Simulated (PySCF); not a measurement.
**Structure from NMR data**

The spectra below were simulated for a compound C$_{5}$H$_{15}$AlO$_{2}$.

1H NMR (600 MHz, computed): δ 4.87 (s, 2H), 4.11 (br, 3H), 4.02 (sept, 1H), 3.64 (s, 3H), 1.20 (d, 6H).

13C{1H} NMR (computed): δ 96.8, 70.3, 55.1, 22.3.

Computational details: PBE0-D3(BJ)/def2-SVP geometry, shielding tensors at CAM-B3LYP/pcSseg-1 (GIAO), in PySCF 2.14 (one conformer, isolated molecule, relativity neglected, rapidly exchanging positions averaged).

Chemical shifts δ = σref − σ; 1H and 13C against TMS, all at this level.

**Question.** Deduce the structure.

**Answer.** 
1. 4 carbon signals for 5 carbons: some carbons are equivalent by symmetry or fast rotation.
2. Carbon types of the structure: 1 × CH, 1 × CH2, 3 × CH3, leaving 3 H on heteroatoms.
3. δC 96.8: sp3 CH2 bonded to 2 O; 2 electronegative neighbours deshield it.
4. δC 70.3: sp3 CH bonded to O; deshielded by the electronegative neighbour.
5. δC 55.1: methyl carbon bonded to O; the inductive effect lowers its shielding.
6. δC 22.3: methyl carbon; aliphatic region, no heteroatom directly attached.
7. δH 4.87: hydrogen on an sp3 CH2 bonded to 2 O; its carbon carries O, an electronegative neighbour.
8. δH 4.02: hydrogen on an sp3 CH bonded to O; its carbon carries O, an electronegative neighbour.
9. δH 3.64: hydrogen on a methyl carbon bonded to O; its carbon carries O, an electronegative neighbour.

Structure: `CC(C)OC[O+](C)[AlH3-]`.

The shifts were computed for this structure.

Hydrides on Al or Ga are broadened by the quadrupolar metal nucleus. Shifts are as computed, not scaled to solution data. Of 1211 compounds with measured shifts, 218 miss one by over three times the rms of a fit or turn the order of signals round; such compounds aren't used in these exercises. Multiplicities follow the n + 1 count of equivalent neighbours, as no J values were calculated; m marks all less simple cases, F and P coupling included.
